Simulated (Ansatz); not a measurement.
A structure relaxed at PBE-D4/def2-SVP in Ansatz, charge 0, singlet:

```xyz
9

Ge   -0.576   -0.030    1.357
O    -0.144   -1.426   -0.572
O     0.765   -0.710   -1.451
O    -1.974    0.760    0.542
O     0.717    1.041    0.473
H    -1.663    1.389   -0.141
H     1.565    1.049    0.956
H     0.410   -2.189   -0.295
H     0.900    0.115   -0.868
```

Q: Give its formula.

A: GeO₄H₄.

Q: Summarise the bond lengths by kind (pairs closer than 1.2 times the sum of covalent radii, bridged metal pairs left out).

A: 2 × Ge–O 1.80 to 1.90 Å; 1 × O–O 1.45 Å; 4 × H–O 0.98 to 1.02 Å.

The structure holds one bond between oxygen atoms, so isomers without such links may lie far lower. Another isomer (singlet) lies 0.30 eV lower at PBE0-D4/def2-TZVP; other spin states weren't run for this one.
